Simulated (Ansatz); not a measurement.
`B[SiH2]Br` + `BO` → `BO[SiH2]Br` + BH₃ at 600 K and 1 bar (cleavage of the Si–B bond).

Gas-phase electronic energies from Ansatz, PBE0-D4/def2-TZVP geometries. CCSD(T)/CBS is the MP2 limit (def2-TZVPP, def2-QZVPP) plus CCSD(T) − MP2 in def2-TZVPP, frozen cores. This one scheme is used for every species. For Br outer-core shells are correlated without core-valence functions, which leaves a few kJ/mol of doubt a bond. Scalar relativity is left out up to krypton. One conformer a species, not always the lowest.

```
     species  CCSD(T)/CBS energy (Eh)  H − E (kJ/mol)  S (J/(mol·K))
 `B[SiH2]Br`              -2889.59767           145.0          386.1
        `BO`               -101.80414           119.7          267.1
`BO[SiH2]Br`              -2964.89003           168.2          413.5
         BH₃                -26.55200            91.5          217.3
```

H − E and S are ideal-gas, rigid-rotor, harmonic terms from PBE0-D4/def2-TZVP, for one conformer and one mirror image of each species. 1 Eh = 2625.50 kJ/mol, R = 8.31446 J/(mol·K).

Question: By hand: ΔE, ΔH, ΔS and ΔG.

Answer: ΔE = (-2964.89003) + (-26.55200) − (-2889.59767) − (-101.80414) = -0.04022 Eh = -105.6 kJ/mol. Δ(H − E) = 168.2 + 91.5 − 145.0 − 119.7 = -5.0, so ΔH = -110.6 kJ/mol. ΔS = 413.5 + 217.3 − 386.1 − 267.1 = -22.4 J/(mol·K). ΔG = -110.6 − 600 × (-22.4)/1000 = -97.2 kJ/mol.

Question: By hand: the equilibrium constant, and the temperature at which ΔG would vanish if ΔH and ΔS stayed fixed.

Answer: log₁₀ K = −ΔG/(RT ln 10) = 8.5. ΔG = 0 at ΔH/ΔS = 4938 K, far beyond where these terms or the molecules hold.

ΔH outweighs TΔS. A doubt of 5 kJ/mol in ΔE shifts log₁₀ K by 0.4 here. Other conformers and mirror images would add mixing entropy, several J/(mol·K) or more a flexible species. Modes under 60 cm⁻¹, often nearly free rotors, make the harmonic entropy too high. These are equilibria of isolated gas molecules and say nothing of rates. Largest T1 diagnostic: 0.014 (customary marks: 0.02 for closed shells, 0.045 for open ones).
